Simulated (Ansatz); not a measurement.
`FB1C=C1`, 6 atoms. Charge 0, multiplicity 1. All runs use 2 threads of an AMD EPYC 7B13 on a shared host. Correlated methods freeze the cores. Open-shell runs search over several starts.

Question: Give the basis size and wall time and peak host memory of each of these runs in Ansatz. RKS ωB97M-V/def2-QZVPP energy; UHF-MP2/def2-QZVPP energy of the cation; RKS PBE0-D4/def2-SVP energy; RKS PBE0-D4/def2-TZVP relaxation (4 steps); UKS B2PLYP (frozen core)/def2-TZVPP energy of the cation; UKS ωB97M-V/def2-TZVPP energy of the cation; RKS CAM-B3LYP-D4/def2-TZVPP energy; RKS ωB97M-V/def2-SVP energy; RHF-CCSD(T)/def2-SVP energy; RKS PBE0-D4/def2-QZVPP energy; UKS r2SCAN-D4/def2-TZVPP energy of the cation; RKS PBE0-D4/def2-TZVP frequencies. (Estimate.)

Answer: The calculation gave: Other jobs shared the machine, so times are rough.

```csv
level,job,functions,wall time,peak host memory (GiB)
RKS PBE0-D4/def2-SVP,energy,66,0.55 s,0.3
RHF-CCSD(T)/def2-SVP,energy,66,0.75 s,0.3
RKS CAM-B3LYP-D4/def2-TZVPP,energy,152,1.4 s,0.3
RKS ωB97M-V/def2-SVP,energy,66,1.8 s,0.3
UKS r2SCAN-D4/def2-TZVPP,energy of the cation,152,3.3 s,0.3
RKS PBE0-D4/def2-QZVPP,energy,288,3.4 s,0.62
RKS PBE0-D4/def2-TZVP,relaxation (4 steps),136,7 s,0.23
UKS B2PLYP (frozen core)/def2-TZVPP,energy of the cation,152,7 s,0.32
RKS ωB97M-V/def2-QZVPP,energy,288,7.5 s,0.76
UKS ωB97M-V/def2-TZVPP,energy of the cation,152,8.5 s,0.44
RKS PBE0-D4/def2-TZVP,frequencies,136,27 s,0.3
UHF-MP2/def2-QZVPP,energy of the cation,288,35 s,0.93
```
